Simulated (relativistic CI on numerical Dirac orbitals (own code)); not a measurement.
# One change at a time: Pd

Base calculation: Dirac-Coulomb-Breit CI, KLI orbitals optimised for each configuration, QED by a radiative potential, valence Slater integrals scaled by 0.85, P86 correlation energy added to each configuration.

Configuration list (outside the closed core [Kr]): 4d10, 4d9 5s, 4d8 5s2, 4d9 5p, 4d9 6s, 4d9 6p, 4d9 5d, 4d8 5s 5p, 4d9 7s, 4d9 7p, 4d9 4f, 4d9 6d, 4d9 7d, 4d9 5f, 4d9 5g, 4d9 6f, 4d8 5s 6s. Levels of other configurations are missing.

Variants: (1) Slater integrals left unscaled; (2) self-excluded LDA correlation estimate; (3) one mean potential for all configurations. Shifts of the energy above 4d10 1S_0, in cm⁻¹, for the lowest level and the first level of each name with at least 55 % of one term (blank where a level changes its place among those of its configuration and J or its character, or is not in the variant):

| Level | Base | Δ(1) | Δ(2) | Δ(3) | Measured |
| --- | --- | --- | --- | --- | --- |
| 4d10 1S_0 | 0.0 | 0.0 | 0.0 | 0.0 | 0.0 |
| 4d9 5s 3D_3 | 4280.5 | -59.9 | +549.4 | -3457.2 | 6564.1 |
| 4d9 5s 3D_2 | 5581.7 | +37.3 | +553.1 | -3409.9 | 7755.0 |
| 4d9 5s 3D_1 | 7646.5 | -17.8 | +549.2 | -3452.8 | 10094.0 |
| 4d9 5s 1D_2 | 9833.0 | +395.2 | +570.9 | -3161.6 | 11721.8 |
| 4d8 5s2 3F_4 | 24459.8 | -1141.1 | +1039.0 | +10901.3 | 25101.2 |
| 4d8 5s2 3F_3 | 27425.6 | -1135.7 | +1039.2 | +11309.8 | 28213.8 |
| 4d9 5p 3P°_2 | 27492.9 | -594.5 | +1684.3 | -1099.1 | 34069.0 |
| 4d8 5s2 3F_2 | 28969.2 | -1000.2 | +1037.5 | +11258.0 | 29711.1 |
| 4d9 5p 3F°_4 | 29200.4 | -273.8 | +1680.8 | -979.9 | 35927.9 |
| 4d9 5p 3F°_3 | 29236.6 | -276.6 | +1680.5 | -994.8 | 35451.4 |
| 4d9 5p 3P°_1 | 29396.1 | -446.6 | +1684.6 | -975.3 | 36180.7 |
| 4d9 5p 3D°_3 | 30703.9 | -88.7 | +1677.3 | -631.6 | 37393.8 |
| 4d9 5p 3P°_0 | 31070.5 | -491.3 | +1685.5 | -937.4 | 38088.2 |
| 4d9 5p 3F°_2 | 32295.9 | -269.7 | +1679.6 | -802.3 | 38811.9 |
| 4d9 5p 3D°_1 | 33567.4 | -74.0 | +1680.2 | -492.2 | 40368.8 |
| 4d9 5p 3D°_2 | 33902.5 | -66.4 | +1677.6 | -475.1 | 40771.5 |
| 4d9 5p 1P°_1 | 34804.3 | +435.1 | +1701.4 | -516.2 | 40838.9 |
| 4d8 5s2 3P_1 | 38974.8 | +889.7 | +1044.7 | +10691.7 |  |
| 4d8 5s2 3P_0 | 39213.2 | +964.3 | +1044.4 | +10679.0 |  |
| 4d9 6s 3D_3 | 40360.2 | +20.9 | +3573.0 | +760.8 |  |
| 4d8 5s 5p 5D°_4 | 40755.4 | -2736.1 | +1499.8 |  |  |

For a near-neutral ion this model can misplace configurations by up to about 10,000 cm⁻¹ (more where the count of f electrons changes) and terms by 10 to 25 % of their spread. Rates follow the energies as ν³ (E1, M1) or ν⁵ (E2), so they and the lifetimes can be off by large factors. The fine structure of a lone outer electron comes out too small, for d and f at times inverted, and misplaced configurations move strength between like terms. 19 of the 19 excited levels that our extract of the measured tables holds in this range could be paired (the sources list more); they are missed by 4763 cm⁻¹ on average and 7018 at most, and levels without a partner can miss by more.

Measured levels: NIST Handbook of Basic Atomic Spectroscopic Data (Sansonetti and Martin, J. Phys. Chem. Ref. Data 34, 1559 (2005)).

Ionisation energy from the two ground configurations alone: base 7.356 eV; Slater integrals left unscaled 7.354 eV; self-excluded LDA correlation estimate 7.588 eV. The NIST ASD value (measured) is 8.33684 eV. The gap of more than 2 % comes from missing correlation.

LS names give the leading component of a level, which can be under half, so a name can repeat, a term be missing and a line seem to break the LS rules.
